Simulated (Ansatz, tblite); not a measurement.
Cost and result up the ladder for ZnF2⁺ (3 atoms). Charge 1, multiplicity 2. Geometry: B3LYP-D4/def2-TZVP.

```xyz
3

Zn    0.0002   -0.0001    0.0002
F    -1.3436   -0.4135    1.0903
F     1.3434    0.4136   -1.0906
```

Ansatz on 2 threads of Arm Neoverse V2 on a shared host; xTB runs through tblite on one thread. Times are rough, summed over both states, and most runs start from the orbitals of an earlier one. CCSD(T)/def2-TZVPP serves as the yardstick here, not as an exact answer. The other state is a quartet at its own geometry, which has other bonds, so the gap mixes isomer and spin.

The xTB rows come from tblite. B3LYP takes the VWN-RPA correlation. Correlated methods freeze 11 core orbitals. In CCSD on the charge 1 doublet the largest single amplitude is 0.17, so its Hartree–Fock determinant may place the open shell otherwise than the density functionals do. In the quartet geometry the species has come apart into loosely held pieces. The structure comes from a short search, and lower isomers may exist.

Run but left out: HF/STO-3G (doublet: ⟨S²⟩ 1.37, where a pure state has 0.75).

Correlated methods converge slowly with the basis.

xTB has no spin-polarisation term.

```
                          level  functions  wall time
                       GFN1-xTB         12    0.002 s
                       GFN2-xTB         12    0.007 s
                  MP2/def2-TZVP        110      6.7 s
               PBE-D4/def2-TZVP        110       15 s
              BLYP-D4/def2-TZVP        110       16 s
             B3LYP-D4/def2-TZVP        110       17 s
             BHLYP-D4/def2-TZVP        110       20 s
              RPA@PBE/def2-TZVP        110       20 s
           r2SCAN0-D4/def2-TZVP        110       21 s
               B2PLYP/def2-TZVP        110       35 s
             CCSD(T)/def2-TZVPP        126       39 s
            r2SCAN-D4/def2-TZVP        110       49 s
PBE0-D4/def2-TZVP (with forces)        110       70 s
```

Question: Estimate what each level gives for the quartet − doublet (eV).

Answer: 
```tsv
level	quartet − doublet (eV)	difference from CCSD(T)/def2-TZVPP (eV)
GFN1-xTB	4.03	1.13
GFN2-xTB	2.61	-0.29
MP2/def2-TZVP	3.11	0.21
PBE-D4/def2-TZVP	4.62	1.72
BLYP-D4/def2-TZVP	4.45	1.56
B3LYP-D4/def2-TZVP	3.64	0.74
BHLYP-D4/def2-TZVP	2.30	-0.59
RPA@PBE/def2-TZVP	4.03	1.13
r2SCAN0-D4/def2-TZVP	3.14	0.24
B2PLYP/def2-TZVP	2.97	0.08
CCSD(T)/def2-TZVPP	2.90	0.00
r2SCAN-D4/def2-TZVP	4.20	1.30
PBE0-D4/def2-TZVP (with forces)	3.46	0.56
```
